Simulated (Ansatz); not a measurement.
Ansatz results at the PBE0-D4/def2-TZVP geometry: HOMO energy (PBE0/def2-TZVPP) -6.17 eV; LUMO energy (ωB97M-V/def2-TZVPP) -0.34 eV; HOMO–LUMO gap (PBE/def2-TZVPP) 1.83 eV.

Each molecule was computed in one conformer, which needn't be the lowest.

Which molecule gave them?
A. `C[SiH]1C[Se]1`
B. `OCB(O)O`
C. `[SiH3]CC=[Se]`
D. `C=C(F)B[SiH3]`

C. The others give `C=C(F)B[SiH3]`: -8.28, -0.77, 3.44; `OCB(O)O`: -8.17, 2.05, 6.31; `C[SiH]1C[Se]1`: -6.43, 1.75, 4.33.
